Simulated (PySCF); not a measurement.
Computed properties of C₂H₆O₃Si, SMILES C1OC[Si]1(O)O

C2H6O3Si, SMILES C1OC[Si]1(O)O. The structure is a stationary point at r2SCAN-D4/def2-SVP. This is a generated structure with no PubChem entry under its InChIKey; it may be hypothetical. The values are those of a single conformer. All values are computed for the isolated molecule unless a solvent is named; none is compared with measurement here.

**Structure.** The optimised structure has Cs symmetry. All 30 harmonic modes at r2SCAN-D4/def2-SVP (PySCF) are real, so it is a minimum. With heavy atoms numbered as in [OH:1][Si:2]1([OH:3])[CH2:4][O:5][CH2:6]1, the shortest bond between them is C4–O5 at 1.451 Å and the longest Si2–C6 at 1.890 Å.

**Vibrations.** The strongest infrared lines (harmonic, unscaled, degenerate partners summed) lie at 764 cm⁻¹ (201 km/mol, H 66 %, O 25 %), 780 cm⁻¹ (177 km/mol, H 63 %, O 36 %), 978 cm⁻¹ (160 km/mol, Si 40 %, O 30 %, H 16 %, C 15 %). The softest mode is at 61 cm⁻¹ and the zero-point energy is 54.0 kcal/mol.

**Electronic structure.** B3LYP/def2-TZVP (PySCF) places the frontier levels at -7.03 and 0.12 eV, a gap of 7.15 eV, and gives a dipole moment of 1.68 D and a mean polarisability of 55.9 bohr³. PBE/def2-TZVP (PySCF) at the same geometry gives -5.72 and -0.37 eV, so its gap is 1.80 eV narrower. An orbital gap is neither the optical nor the fundamental gap.

**Excitations.** TDA-CAM-B3LYP/def2-SVPD (PySCF) has S1 at 6.67 eV (186 nm, f = 0.025, weak); the most intense of the 10 singlets computed lies at 8.00 eV (f = 0.05). T1 (TDA) is at 6.37 eV, 0.30 eV under S1. TDA-PBE/def2-SVPD (PySCF) puts S1 at 5.06 eV. No vertical singlet excitation falls in the visible range (under 3.1 eV).

**NMR.** GIAO shifts at PBE0/pcSseg-1 (PySCF) (non-relativistic, atoms alike by connectivity averaged): ¹³C at 83.4 ppm against TMS; ¹H from 2.4 to 4.7 ppm against TMS; ²⁹Si at -9.8 ppm against TMS.

**Solvation.** SMD-PBE0/6-31G* (PySCF) gives -10.4 kcal/mol in water, -10.5 kcal/mol in ethanol, -6.0 kcal/mol in diethylether (1 M in both phases, gas-phase geometry).
